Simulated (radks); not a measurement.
Values are calculated unless marked as measured or tabulated.
Question: The rubidium ion Rb34+, [He] 2s1. Code: a radial shooting solver on a logarithmic mesh with Libxc functionals. Model: non-relativistic Kohn-Sham, exchange-only B88, spin-polarised, spherical densities, point nucleus. Every spin shell is full or empty, so the densities are truly spherical. Functionals are evaluated on that one density, not self-consistently. Rank these exchange functionals by their error against the exact value of the orbitals, and give that value: LDA, B88, PW91, PW86, AM05, SOGGA, EV93, revTPSS, r2SCAN, TASK, MVS.

Answer: Exact: -26.3333 hartree. From best to worst, with 100 (|E| - |E exact|)/|E exact| (equal figures are ties): revTPSS +0.20, PW86 +0.30, r2SCAN -0.31, B88 -0.40, MVS -0.44, PW91 -1.08, TASK -1.97, EV93 +4.08, SOGGA -5.79, AM05 -10.32, LDA -13.17.
